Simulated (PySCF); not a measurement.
# How methods differ on the ionisation energy of Pd⁺

Pd⁺ [Kr] 4d9 (2D) → Pd²⁺ [Kr] 4d8 (3F), as a difference of total energies. Computed with PySCF 2.14 in aug-cc-pVDZ-PP with ECP28MDF, with a scalar-relativistic core potential. Correlated levels: valence: 4s2 4p6 frozen. The calculations carry no spin-orbit coupling.

```
           method  ionisation energy (eV)
              UHF                  17.375
             MN15                  20.066
            B3LYP                  19.569
    MP2 (valence)                  19.165
SCS-MP2 (valence)                  19.034
```

How much does correlation contribute at MP2 (valence)?

19.165 − (17.375) = 1.790 eV, measured against UHF.

The reference lies between the lowest fine-structure levels, while these numbers refer to the centres of the terms.

Errors of the correlated levels include the incompleteness of this basis and the frozen core.

For comparison: 19.43 ± 0.12 eV (semi-empirical (NIST evaluation); NIST Atomic Spectra Database, ionization energies).
